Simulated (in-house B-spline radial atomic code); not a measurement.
Ionisation energies along the 37-electron series, configuration 1s2 2s2 2p6 3s2 3p6 3d10 4s2 4p6 4d3/2(1), as differences of self-consistent energies. Dirac energy differences include first-order Breit, QED and recoil terms. NIST's values go from ground level to ground level; the uncertainty of those that are theory runs from under 0.1 % in few-electron ions to several per cent in heavy many-electron ones. Computed with a radial B-spline atomic code at the basis-set limit: Dirac-Hartree-Fock, jj configuration that fills j = l - 1/2 first, finite nuclei.

| ion | configuration after | ionisation energy (eV) | IE/(q+1)² (eV) | -ε less Coulomb ΔSCF (eV) | Breit and QED recoil part (eV) | tabulated value (eV) | tabulated kind | computed minus tabulated (eV) |
| --- | --- | --- | --- | --- | --- | --- | --- | --- |
| Zr3+ | [Ar] 3d10 4s2 4p6 | 33.4 | 2.0889 | 0.37426 | 0.0094388 | 34.41836 | measured | -1.0 |
| Nb4+ | [Ar] 3d10 4s2 4p6 | 49.5 | 1.9802 | 0.43046 | 0.0087639 | 50.5728 | measured | -1.1 |
| Mo5+ | [Ar] 3d10 4s2 4p6 | 67.7 | 1.8806 | 0.4718 | 0.0069223 | 68.82704 | measured | -1.1 |
| Tc6+ | [Ar] 3d10 4s2 4p6 | 87.9 | 1.7942 | 0.50429 | 0.0039608 | 88 | tabulated theory | -0.1 |
| Ru7+ | [Ar] 3d10 4s2 4p6 | 110.1 | 1.7202 | 0.53107 | -0.00012481 | 110 | tabulated theory | 0.1 |
| Rh8+ | [Ar] 3d10 4s2 4p6 | 134.2 | 1.6565 | 0.55392 | -0.0053681 | 135 | tabulated theory | -0.8 |
| Pd9+ | [Ar] 3d10 4s2 4p6 | 160.2 | 1.6015 | 0.57392 | -0.011808 | 159.9 | tabulated theory | 0.3 |
| Ag10+ | [Ar] 3d10 4s2 4p6 | 188.0 | 1.5536 | 0.59177 | -0.019498 | 188 | tabulated theory | 0.0 |
| Cd11+ | [Ar] 3d10 4s2 4p6 | 217.7 | 1.5115 | 0.60792 | -0.028481 | 218 | tabulated theory | -0.3 |
| In12+ | [Ar] 3d10 4s2 4p6 | 249.2 | 1.4743 | 0.62272 | -0.038832 | 249 | tabulated theory | 0.2 |
| Sn13+ | [Ar] 3d10 4s2 4p6 | 282.5 | 1.4412 | 0.63638 | -0.050594 | 282 | tabulated theory | 0.5 |
| Sb14+ | [Ar] 3d10 4s2 4p6 | 317.6 | 1.4115 | 0.6491 | -0.063842 | 317 | tabulated theory | 0.6 |
| Te15+ | [Ar] 3d10 4s2 4p6 | 354.5 | 1.3848 | 0.66101 | -0.078615 | 354 | tabulated theory | 0.5 |
| I16+ | [Ar] 3d10 4s2 4p6 | 393.2 | 1.3607 | 0.67221 | -0.095018 | 393 | tabulated theory | 0.2 |
| Xe17+ | [Ar] 3d10 4s2 4p6 | 433.7 | 1.3387 | 0.68279 | -0.11307 | 434 | tabulated theory | -0.3 |
| Cs18+ | [Ar] 3d10 4s2 4p6 | 476.0 | 1.3186 | 0.69281 | -0.13287 | 476 | tabulated theory | 0.0 |
| Ba19+ | [Ar] 3d10 4s2 4p6 | 520.1 | 1.3002 | 0.70235 | -0.15445 | 520 | tabulated theory | 0.1 |
| La20+ | [Ar] 3d10 4s2 4p6 | 565.9 | 1.2833 | 0.71144 | -0.1779 | 566 | tabulated theory | -0.1 |
| Ce21+ | [Ar] 3d10 4s2 4p6 | 613.6 | 1.2677 | 0.72013 | -0.20329 | 613 | tabulated theory | 0.6 |
| Pr22+ | [Ar] 3d10 4s2 4p6 | 663.0 | 1.2532 | 0.72845 | -0.23067 | 663 | tabulated theory | 0.0 |
| Nd23+ | [Ar] 3d10 4s2 4p6 | 714.1 | 1.2398 | 0.73644 | -0.26012 | 714 | tabulated theory | 0.1 |
| Pm24+ | [Ar] 3d10 4s2 4p6 | 767.1 | 1.2274 | 0.74412 | -0.29169 | 767 | tabulated theory | 0.1 |

How far is this level of theory from the measured and semi-empirical values?

Over those 3 rows the differences run from -1.13 to -0.996 eV (mean absolute value 1.1 eV). The calculation leaves out correlation and, in open shells, the multiplet splittings that an average leaves out.
